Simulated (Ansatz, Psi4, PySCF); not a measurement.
C2F4, charge -1, doublet, at a GFN2-xTB geometry (a state made from the parent by changing its charge; the spin is typed, not shown lowest). Base run: CAMB3LYP/def2-SVPD run with PySCF.

Input for PySCF:
```python
from pyscf import gto, scf, dft

mol = gto.M(
    atom='''
F    -1.40208683   -0.30199118    1.13699616
C    -0.67438902   -0.33860083   -0.04056124
F    -1.47330388    0.40107555   -0.99534071
C     0.69883674   -0.27984565    0.06640714
F     1.42526080   -0.28423375   -1.11249685
F     1.43383143    0.59744702    0.95361079
''',
    basis='def2-svpd',
    charge=-1,
    spin=1,
    verbose=3,
)

mf = dft.UKS(mol)
mf.xc = 'camb3lyp'
mf.kernel()
```

The same geometry, method and basis name were run in Ansatz (a first-principles code) and Psi4 and PySCF, at each program's defaults and at the settings that a row names. The base is PySCF at its defaults. Differences at the defaults can come from grids, fitting, cores and function types together.

| code and settings | ΔE vs base (mEh) | basis functions | E (Eh) | SCF cycles |
|---|---|---|---|---|
| PySCF, defaults (exact integrals, its default grid, spherical functions) | 0.000 | 132 | -475.05110 | 12 |
| Psi4, defaults (density fitting with its default set, its default grid, spherical functions) | -0.016 | 132 | -475.05112 | 9 |
| Ansatz, defaults (factorised integrals, its default grid, spherical functions) | 0.019 | 132 | -475.05108 | - |
| PySCF, density fitting with def2-universal-jkfit | -0.011 | 132 | -475.05111 | 12 |
| PySCF, fine grid | 0.006 | 132 | -475.05110 | 12 |
| Psi4, exact integrals, spherical functions, fine grid | 0.006 | 132 | -475.05110 | 13 |
| Ansatz, high accuracy | 0.006 | 132 | -475.05110 | - |

Open shells are given as the SCF converged; they aren't shown to be the lowest states, and a large step between rows can be another state.
